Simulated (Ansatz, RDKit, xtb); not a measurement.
Pair of molecules: NH3 (SMILES N) (first 4 atoms) with CH3F (SMILES CF); geometry from B3LYP-D3(BJ)/def2-TZVP.
(charge 0, multiplicity 1):
```xyz
9

N      0.001    -0.175     0.298
H      0.238    -0.882    -0.388
H     -0.149     0.693    -0.203
H      0.812    -0.046     0.895
C      0.148    -0.540     3.637
F      1.383    -0.166     3.095
H     -0.154     0.222     4.357
H     -0.571    -0.613     2.822
H      0.271    -1.502     4.136
```

Interaction energies are E(AB) − E(A) − E(B) at the monomers' geometry in the complex; basis-set methods are counterpoise corrected. RDKit's UFF carries no charges.

Programs: Ansatz (an electronic-structure program); RDKit for the force fields; xtb for the GFN methods. Each number belongs to the level named beside it.

### Question
One of these levels gives -1.31 kcal/mol for the interaction energy. Name it.
A. GFN2-xTB
B. HF/aug-cc-pVDZ
C. UFF
D. GFN1-xTB

### Answer
B, HF/aug-cc-pVDZ. The others give 1.61 (UFF), -2.17 (GFN1-xTB), -2.47 (GFN2-xTB)
